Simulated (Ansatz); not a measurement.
A nudged elastic band was laid between two geometries of AlH5O3Se (10 atoms, charge 0, multiplicity 1).

The calculation used Ansatz, RHF/def2-SVP.

```
movable images  : 5
climbing image  : yes
spring          : 5.0 eV/Å²
optimiser       : quadratic models (default)
start path      : through a guess of the saddle point
force threshold : 0.03 eV/Å
iteration limit : 60
end points      : relaxed
```

Initial state:

```xyz
10
Properties=species:S:1:pos:R:3
Al 0.721 -0.031 -0.083
O 0.653 1.659 -0.251
O 0.844 -0.691 1.478
O 1.231 -0.949 -1.415
H -2.458 0.937 -0.388
Se -2.093 -0.469 -0.317
H 0.941 2.153 -0.998
H 0.964 -0.210 2.278
H 1.548 -1.834 -1.415
H -2.352 -0.565 1.111
```

Final state:

```xyz
10
Properties=species:S:1:pos:R:3
Al 0.198 -0.335 0.049
O 0.046 1.559 -0.493
O 0.965 -0.353 1.562
O 1.122 -0.643 -1.359
H -0.836 1.867 -0.671
Se -2.085 -0.993 -0.054
H 0.577 1.667 -1.278
H 0.672 -0.644 2.406
H 1.713 -1.357 -1.520
H -2.371 -0.768 1.357
```

Question: Which bonds break or form, and what moves?

Answer: Bonds broken: H5–Se6. Bonds formed: O2–H5.

Question: Give the energies along the band, and the barrier.

Answer: The forces met the threshold. The highest image is number 3 of 0 to 6, 65.1 kJ/mol above the first end and 120.9 kJ/mol above the last; the last end lies 55.8 kJ/mol below the first. A vibrational analysis at the climbing image gives one clearly imaginary mode, 1432i cm⁻¹: a first-order saddle point. The orbitals stay closed-shell, which can raise the energy where a bond breaks towards radicals; this wasn't checked here.

| image | path coordinate (Å) | energy (kJ/mol) | H5–Se6 (Å) | O2–H5 (Å) |
| --- | --- | --- | --- | --- |
| 0 | 0.00 | 0.0 | 1.45 | 3.20 |
| 1 | 0.58 | 2.5 | 1.45 | 2.71 |
| 2 | 1.15 | 18.3 | 1.46 | 2.04 |
| 3 | 1.73 | 65.1 | 1.67 | 1.35 |
| 4 | 2.34 | -31.3 | 2.36 | 0.97 |
| 5 | 2.96 | -52.0 | 2.88 | 0.95 |
| 6 | 3.57 | -55.8 | 3.18 | 0.95 |

Question: What is the geometry of the highest image?

Answer: 
```xyz
10
Properties=species:S:1:pos:R:3
Al 0.507 -0.250 -0.039
O 0.022 1.456 -0.327
O 1.034 -0.683 1.505
O 1.234 -0.906 -1.417
H -1.232 0.984 -0.454
Se -2.119 -0.423 -0.299
H 0.429 2.071 -0.921
H 0.866 -0.322 2.356
H 1.712 -1.711 -1.506
H -2.454 -0.216 1.103
```

Question: What are the harmonic wavenumbers there?

Answer: 1432i, 109, 151, 187, 211, 241, 287, 315, 361, 392, 467, 514, 526, 583, 679, 797, 869, 986, 1231, 1460, 2588, 4171, 4271, 4287 cm⁻¹.

The run took 3.9 min on 2 threads of Intel(R) Xeon(R) Platinum 8488C (Sapphire Rapids), with other jobs on the host, peak memory 0.29 GiB.
